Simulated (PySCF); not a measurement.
**How methods differ on the excitation energy of Ru**

Ru [Kr] 4d7 5s1 (5F) → Ru [Kr] 4d6 5s1 6s1 (7D), as a difference of total energies. All numbers are calculated (PySCF 2.14, a scalar-relativistic core potential, in aug-cc-pwCVDZ-PP with ECP28MDF (6s6p5d3f, 70 functions)). Correlated levels: valence: 4s2 4p6 frozen; valence and next inner shell: nothing frozen outside the core potential. The calculations carry no spin-orbit coupling.

| method | excitation energy (eV) |
| --- | --- |
| UHF | 4.326 |
| LDA | 6.217 |
| PBE | 6.020 |
| PBE0 | 5.813 |
| r2SCAN | 5.768 |
| CAM-B3LYP | 6.094 |
| wB97M-V | 5.910 |
| M06-2X | 6.249 |
| r2SCAN0 | 5.677 |
| MP2 (valence) | 5.642 |
| SCS-MP2 (valence) | 5.922 |
| MP2 (valence and next inner shell) | 5.482 |
| SCS-MP2 (valence and next inner shell) | 5.579 |

How much does correlation contribute at MP2 (valence and next inner shell)?

5.482 − (4.326) = 1.156 eV, measured against UHF.

The promoted electron is Rydberg-like, and one or two diffuse shells describe it only roughly, which tends to raise the upper state.
